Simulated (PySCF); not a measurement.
How methods differ on the ionisation energy of Pr⁵²⁺

Pr⁵²⁺ [He] 2s2 2p3 [2p1/2^2 2p3/2^1, M_J = 3/2] → Pr⁵³⁺ [He] 2s2 2p2 [2p1/2^2, M_J = 0], as a difference of total energies. Calculation: PySCF 2.14, in an even-tempered Gaussian basis (17 s from 32 bohr⁻², ratio 2.4; 13 p from 42 bohr⁻², ratio 2.4; 5 d from 140 bohr⁻², ratio 2.6; 4 f from 210 bohr⁻², ratio 2.6); the two-component X2C-1e Hamiltonian. Correlated levels: nothing frozen; the 32 highest virtual spinors dropped. "Screened" scales the spin-orbit matrix elements by Boettger's factors to mimic the two-electron term; Breit and QED terms are absent.

```tsv
method	ionisation energy (eV)
GHF (spin-free)	10377.8
GMP2 (spin-free)	10377.6
GHF (screened spin-orbit)	10183.2
GMP2 (screened spin-orbit)	10182.9
```

For this ion Breit and QED terms and the two-electron picture change, all absent here, outweigh the correlation shift from GHF to GMP2.

The spin-free rows relax to the high-spin LS determinant and lack the spin-orbit shift.

The labels give the starting determinants; with spin-orbit coupling the two ends relaxed to ⟨J²⟩ = 3.75, ⟨L²⟩ = 2.51, ⟨S²⟩ = 1.50 and ⟨J²⟩ = 0.00, ⟨L²⟩ = 1.33, ⟨S²⟩ = 1.33.

For comparison: 10175 ± 4 eV (theoretical estimate listed by NIST; NIST Atomic Spectra Database, ionization energies).
